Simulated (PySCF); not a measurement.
# Cobalt: highly charged ions in a basis for the neutral atom

Co(7+) [Ar] 3d2, Co(8+) [Ar] 3d1. All numbers are calculated (PySCF 2.14, scalar relativity by spin-free X2C-1e, in jorge-DZP-DKH). No spin-orbit coupling, so a gap to NIST mixes the basis error with missing relativistic terms.

Changed run: basis of the neutral atom used for a highly charged ion. This setting is unsound on purpose.

| species | method | sound run (hartree) | changed run (hartree) | converged |
| --- | --- | --- | --- | --- |
| Co(7+) | UHF | not run | -1376.47338 | yes |
| Co(7+) | TPSS | not run | -1377.47310 | yes |
| Co(7+) | BP86 | not run | -1377.59649 | yes |
| Co(8+) | UHF | not run | -1370.72876 | yes |
| Co(8+) | TPSS | not run | -1371.69101 | yes |
| Co(8+) | BP86 | not run | -1371.81562 | yes |

Ionisation energy of Co(7+):

| method | changed run (eV) | NIST (eV) |
| --- | --- | --- |
| UHF | 156.32 | 157.8 ± 0.6 |
| TPSS | 157.34 | 157.8 ± 0.6 |
| BP86 | 157.31 | 157.8 ± 0.6 |

The contracted functions were made for the neutral atom and can be too rigid for a highly charged ion.
